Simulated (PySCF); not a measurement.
SeClBr, SMILES Cl[Se]Br. The structure is a stationary point at B3LYP-D3(BJ)/def2-TZVP.

Computed equilibrium geometry at B3LYP-D3(BJ)/def2-TZVP (PySCF confirms it by a frequency run) as bond lengths and angles, and its point group:
point group Cs.
Atoms: Se1 Cl2 Br3. Bonded distances (Å): Se1–Cl2 2.179, Se1–Br3 2.334. Angles (°): Cl2–Se1–Br3 102.3.
